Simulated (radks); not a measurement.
Isoelectronic series with 11 electrons, all held in the configuration [Ne] 3s1, which need not be the ground one along the series. Method: scalar-relativistic Kohn-Sham, PBE, spin-polarised, spherical densities, finite nucleus; open shells are filled with parallel spins first (spin-orbit coupling, left out, can overturn this in heavy ions); Fermi nuclear charge, rms radius of each element as measured or else 0.836 A^(1/3) + 0.57 fm; computed with a radial shooting solver on a logarithmic mesh with Libxc functionals. Total energies (hartree) and orbital eigenvalues (eV) (* marks an orbital that is empty in some or all of the ions):

| ion | E (hartree) | 3p up* | 3s up | 2p down |
|---|---|---|---|---|
| Al2+ | -241.78221 | -17.8684 | -24.4836 | -90.0606 |
| P4+ | -337.85879 | -48.6602 | -59.5468 | -180.5357 |
| Cl6+ | -450.63524 | -92.1874 | -107.3088 | -298.8944 |
| K8+ | -580.16280 | -148.1615 | -167.5585 | -444.9054 |
| Sc10+ | -726.51158 | -216.4801 | -240.2422 | -618.5098 |
| V12+ | -889.76574 | -297.1082 | -325.3670 | -819.7164 |
| Mn14+ | -1070.02158 | -390.0429 | -422.9718 | -1048.570 |
| Co16+ | -1267.38740 | -495.2994 | -533.1162 | -1305.139 |
| Cu18+ | -1481.98299 | -612.9049 | -655.8754 | -1589.509 |
| Ga20+ | -1713.93994 | -742.8955 | -791.3382 | -1901.782 |
| As22+ | -1963.40213 | -885.3146 | -939.6055 | -2242.071 |
| Br24+ | -2230.52601 | -1040.212 | -1100.790 | -2610.503 |
| Rb26+ | -2515.48083 | -1207.643 | -1275.017 | -3007.215 |
| Nb30+ | -3139.62622 | -1580.354 | -1663.157 | -3886.086 |
| Tc32+ | -3479.22390 | -1785.771 | -1877.379 | -4368.578 |
| Rh34+ | -3837.46870 | -2003.996 | -2105.266 | -4880.012 |
| Ag36+ | -4214.60451 | -2235.110 | -2347.006 | -5420.582 |

Estimate the row of In38+.

Answer. E (hartree) -4610.88911; 3p up* -2479.200; 3s up -2602.802; 2p down -5990.492.
